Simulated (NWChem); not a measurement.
System: SiAsH5O2; SMILES O[SiH](O)[AsH2]

The following NWChem deck was run.

```
start job
memory heap 200 mb stack 900 mb global 1100 mb
geometry units angstroms noautosym nocenter noautoz
  Si    -0.011018    -1.020853    -0.336069
  O      1.460707    -1.442071     0.359762
  O     -1.322604    -1.816430     0.351297
  As    -0.141311     1.316679     0.078787
  H     -0.080238    -1.442813    -1.774992
  H      1.738264    -2.361409     0.195237
  H     -1.488901    -1.589950     1.283878
  H      0.994539     1.588593    -0.924736
  H     -1.211830     1.463704    -1.019918
end
basis spherical
  * library def2-svp
end
dft
  xc pbe0
  iterations 150
end
property
  efieldgrad
end
task dft property
```

Excerpt of the output:

```
             Northwest Computational Chemistry Package (NWChem) 7.3.0
             --------------------------------------------------------

                             Geometry "geometry" -> ""
                             -------------------------

 Output coordinates in angstroms (scale by  1.889725989 to convert to a.u.)

  No.       Tag          Charge          X              Y              Z
 ---- ---------------- ---------- -------------- -------------- --------------
    1 Si                  14.0000    -0.01101800    -1.02085300    -0.33606900
    2 O                    8.0000     1.46070700    -1.44207100     0.35976200
    3 O                    8.0000    -1.32260400    -1.81643000     0.35129700
    4 As                  33.0000    -0.14131100     1.31667900     0.07878700
    5 H                    1.0000    -0.08023800    -1.44281300    -1.77499200
    6 H                    1.0000     1.73826400    -2.36140900     0.19523700
    7 H                    1.0000    -1.48890100    -1.58995000     1.28387800
    8 H                    1.0000     0.99453900     1.58859300    -0.92473600
    9 H                    1.0000    -1.21183000     1.46370400    -1.01991800

 Effective nuclear repulsion energy (a.u.)     345.2493947751

                              NWChem Property Module
                              ----------------------

  itol2e modified to match energy
  convergence criterion.

                                 NWChem DFT Module
                                 -----------------

 Summary of "ao basis" -> "ao basis" (spherical)
 ------------------------------------------------------------------------------
       Tag                 Description            Shells   Functions and Types
 ---------------- ------------------------------  ------  ---------------------
 Si                         def2-svp                 8       18   4s3p1d
 O                          def2-svp                 6       14   3s2p1d
 As                         def2-svp                12       32   5s4p3d
 H                          def2-svp                 3        5   2s1p

  itol2e modified to match energy
  convergence criterion.

            General Information
            -------------------
          SCF calculation type: DFT
          Wavefunction type:  closed shell.
          No. of atoms     :     9
          No. of electrons :    68
           Alpha electrons :    34
            Beta electrons :    34
          Charge           :     0
          Spin multiplicity:     1
          Use of symmetry is: off; symmetry adaption is: off
          Maximum number of iterations: 150
          AO basis - number of functions:   103
                     number of shells:    47
          Convergence on energy requested:  1.00D-07
          Convergence on density requested:  1.00D-05
          Convergence on gradient requested:  5.00D-04

              XC Information
              --------------
                         PBE0 Method XC Functional
                     Hartree-Fock (Exact) Exchange  0.250
          PerdewBurkeErnzerhof Exchange Functional  0.750
            Perdew 1991 LDA Correlation Functional  1.000 local
           PerdewBurkeErnz. Correlation Functional  1.000 non-local

             Grid Information
             ----------------
          Grid used for XC integration:  fine
          Radial quadrature: Mura-Knowles
          Angular quadrature: Lebedev.
          Tag              B.-S. Rad. Rad. Pts. Rad. Cut. Ang. Pts.
          ---              ---------- --------- --------- ---------
          Si                  1.10      123          10.0       770
          O                   0.60       70          11.0       590
          As                  1.15      140          11.0       974
          H                   0.35       60          12.0       590
          Grid pruning is: on
          Number of quadrature shells:   703
          Spatial weights used:  Erf1

      Superposition of Atomic Density Guess
      -------------------------------------

 Sum of atomic energies:       -2674.47687388

      Non-variational initial energy
      ------------------------------

 Total energy =   -2675.596125
 1-e energy   =   -4411.442434
 2-e energy   =    1390.596915
 HOMO         =      -0.281765
 LUMO         =       0.059497

   convergence    iter        energy       DeltaE   RMS-Dens  Diis-err
 ---------------- ----- ----------------- --------- --------- ---------
 d= 0,ls=0.0,diis     1  -2677.7729186394 -3.02D+03  1.33D-02  8.79D-01
 d= 0,ls=0.0,diis     2  -2677.7244207010  4.85D-02  7.43D-03  1.49D+00
 d= 0,ls=0.0,diis     3  -2677.8686497126 -1.44D-01  8.22D-04  2.17D-02
 d= 0,ls=0.0,diis     4  -2677.8705201769 -1.87D-03  2.51D-04  9.44D-04
 d= 0,ls=0.0,diis     5  -2677.8705788699 -5.87D-05  1.10D-04  1.76D-04
  Resetting Diis
 d= 0,ls=0.0,diis     6  -2677.8705957045 -1.68D-05  2.12D-05  9.77D-06
 d= 0,ls=0.0,diis     7  -2677.8705965551 -8.51D-07  1.65D-05  1.12D-06
 d= 0,ls=0.0,diis     8  -2677.8705964410  1.14D-07  8.91D-06  2.40D-06
 d= 0,ls=0.0,diis     9  -2677.8705966686 -2.28D-07  1.33D-06  2.05D-08
 d= 0,ls=0.0,diis    10  -2677.8705966710 -2.36D-09  1.49D-07  5.88D-10

         Total DFT energy =    -2677.870596670975
      One electron energy =    -4414.731528998160
           Coulomb energy =     1514.148698396689
    Exchange-Corr. energy =     -122.537160844616
 Nuclear repulsion energy =      345.249394775112

 Numeric. integr. density =       68.000002081935

                       DFT Final Molecular Orbital Analysis
                       ------------------------------------

 Vector   32  Occ=2.000000D+00  E=-3.326397D-01
              MO Center=  3.2D-01, -1.3D+00,  2.3D-01, r^2= 3.3D+00
   Bfn.  Coefficient  Atom+Function         Bfn.  Coefficient  Atom+Function
  ----- ------------  ---------------      ----- ------------  ---------------
    36     -0.347097  3 O  px                24      0.326063  2 O  pz
    22     -0.281701  2 O  px                39     -0.255215  3 O  px
    27      0.250844  2 O  pz                25     -0.214407  2 O  px
    23     -0.195390  2 O  py                26     -0.139497  2 O  py
    99     -0.111710  9 H  s                 38     -0.108876  3 O  pz

[...]

          -----------------------
          Electric field gradient
          -----------------------

 1 a.u. = 0.324123 10**(16) esu/cm**3  ( or statvolts/cm**2 ) = 0.97174 10**(22) v/m**2

 ------------------------------------------------------------
   Atom      X         Y         Z
 ------------------------------------------------------------
    1 Si  -0.02082  -1.92913  -0.63508
 ------------------------------------------------------------

 Electric field gradient in molecular frame (a.u.)
         XX             YY             ZZ             XY             XZ             YZ
 ------------------------------------------------------------------------------------------
       -0.215761       0.019339       0.196422      -0.030579      -0.006582       0.156845

 Principal components (a.u.) and orientation
 of principal axis w.r.t. absolute frame                      Asymmetry parameter eta
 --------------------------------------------------------------------------------------
        0.288876      -0.220239      -0.068637                       0.524799

       -0.041901       0.987219      -0.153760
        0.506055       0.153665       0.848702
        0.861483      -0.042250      -0.506026

 ------------------------------------------------------------
   Atom      X         Y         Z
 ------------------------------------------------------------
    2 O    2.76034  -2.72512   0.67985
 ------------------------------------------------------------

 Electric field gradient in molecular frame (a.u.)
         XX             YY             ZZ             XY             XZ             YZ
 ------------------------------------------------------------------------------------------
        0.038280      -0.923065       0.884785       0.850299      -0.309015      -0.212704

 Principal components (a.u.) and orientation
 of principal axis w.r.t. absolute frame                      Asymmetry parameter eta
 --------------------------------------------------------------------------------------
       -1.419501       1.122890       0.296610                       0.582092

       -0.501814      -0.458650       0.733364
        0.864885      -0.278349       0.417728
        0.012540       0.843897       0.536359

 ------------------------------------------------------------
   Atom      X         Y         Z
 ------------------------------------------------------------
    3 O   -2.49936  -3.43255   0.66386
 ------------------------------------------------------------

 Electric field gradient in molecular frame (a.u.)
         XX             YY             ZZ             XY             XZ             YZ
 ------------------------------------------------------------------------------------------
        0.337802       0.745127      -1.082929      -0.339801       0.726645      -0.245525

 Principal components (a.u.) and orientation
 of principal axis w.r.t. absolute frame                      Asymmetry parameter eta
 --------------------------------------------------------------------------------------
       -1.393091       1.107964       0.285127                       0.590656

       -0.379001      -0.597480       0.706666
        0.045900       0.750559       0.659208
        0.924257      -0.282276       0.257038

 ------------------------------------------------------------
   Atom      X         Y         Z
 ------------------------------------------------------------
    4 As  -0.26704   2.48816   0.14889
 ------------------------------------------------------------

 Electric field gradient in molecular frame (a.u.)
         XX             YY             ZZ             XY             XZ             YZ
 ------------------------------------------------------------------------------------------
       -1.417637       0.437423       0.980215      -0.157730      -0.175244       0.956340

 Principal components (a.u.) and orientation
 of principal axis w.r.t. absolute frame                      Asymmetry parameter eta
 --------------------------------------------------------------------------------------
        1.720508      -1.435574      -0.284934                       0.668779

       -0.074652       0.997058      -0.017390
        0.601824       0.058951       0.796450
        0.795132       0.048991      -0.604454

 ------------------------------------------------------------
   Atom      X         Y         Z
 ------------------------------------------------------------
    5 H   -0.15163  -2.72652  -3.35425
 ------------------------------------------------------------

 Electric field gradient in molecular frame (a.u.)
         XX             YY             ZZ             XY             XZ             YZ
 ------------------------------------------------------------------------------------------
        0.068198       0.053798      -0.121996      -0.000906      -0.007535      -0.053012

 Principal components (a.u.) and orientation
 of principal axis w.r.t. absolute frame                      Asymmetry parameter eta
 --------------------------------------------------------------------------------------
       -0.137019       0.069656       0.067363                       0.016738

        0.036532       0.695176       0.717911
        0.267662       0.685336      -0.677253
        0.962820      -0.216899       0.161035

 ------------------------------------------------------------
   Atom      X         Y         Z
 ------------------------------------------------------------
    6 H    3.28484  -4.46242   0.36894
 ------------------------------------------------------------

 Electric field gradient in molecular frame (a.u.)
         XX             YY             ZZ             XY             XZ             YZ
 ------------------------------------------------------------------------------------------
        0.156855      -0.366944       0.210089       0.186045       0.019684      -0.106534

 Principal components (a.u.) and orientation
 of principal axis w.r.t. absolute frame                      Asymmetry parameter eta
 --------------------------------------------------------------------------------------
       -0.443967       0.236615       0.207352                       0.065913

       -0.296722      -0.483743       0.823377
        0.941086      -0.294582       0.166071
        0.162216       0.824145       0.542652

 ------------------------------------------------------------
   Atom      X         Y         Z
 ------------------------------------------------------------
    7 H   -2.81361  -3.00457   2.42618
 ------------------------------------------------------------

 Electric field gradient in molecular frame (a.u.)
         XX             YY             ZZ             XY             XZ             YZ
 ------------------------------------------------------------------------------------------
        0.197322       0.189463      -0.386786       0.013514       0.119250      -0.145714

 Principal components (a.u.) and orientation
 of principal axis w.r.t. absolute frame                      Asymmetry parameter eta
 --------------------------------------------------------------------------------------
       -0.443688       0.236314       0.207374                       0.065227

       -0.182807      -0.635997       0.749727
        0.224202       0.715515       0.661643
        0.957243      -0.289043      -0.011791

 ------------------------------------------------------------
   Atom      X         Y         Z
 ------------------------------------------------------------
    8 H    1.87941   3.00201  -1.74750
 ------------------------------------------------------------

 Electric field gradient in molecular frame (a.u.)
         XX             YY             ZZ             XY             XZ             YZ
 ------------------------------------------------------------------------------------------
       -0.049122       0.065824      -0.016702      -0.027661       0.103291       0.028232

 Principal components (a.u.) and orientation
 of principal axis w.r.t. absolute frame                      Asymmetry parameter eta
 --------------------------------------------------------------------------------------
       -0.144827       0.075916       0.068912                       0.048362

        0.745083       0.298350       0.596522
        0.183768       0.767926      -0.613612
       -0.641155       0.566813       0.517342

 ------------------------------------------------------------
   Atom      X         Y         Z
 ------------------------------------------------------------
    9 H   -2.29003   2.76600  -1.92737
 ------------------------------------------------------------

 Electric field gradient in molecular frame (a.u.)
         XX             YY             ZZ             XY             XZ             YZ
 ------------------------------------------------------------------------------------------
       -0.036181       0.069977      -0.033796       0.012749      -0.106703       0.018705

 Principal components (a.u.) and orientation
 of principal axis w.r.t. absolute frame                      Asymmetry parameter eta
 --------------------------------------------------------------------------------------
       -0.144006       0.076324       0.067682                       0.060017

        0.705780      -0.428148      -0.564415
       -0.103316       0.725987      -0.679904
        0.700857       0.538175       0.468153
```

Level: PBE0/def2-SVP. The geometry was optimised at PBE-D3(BJ)/def2-SVP. NWChem prints the field gradient with the sign opposite to the second derivative of the potential.
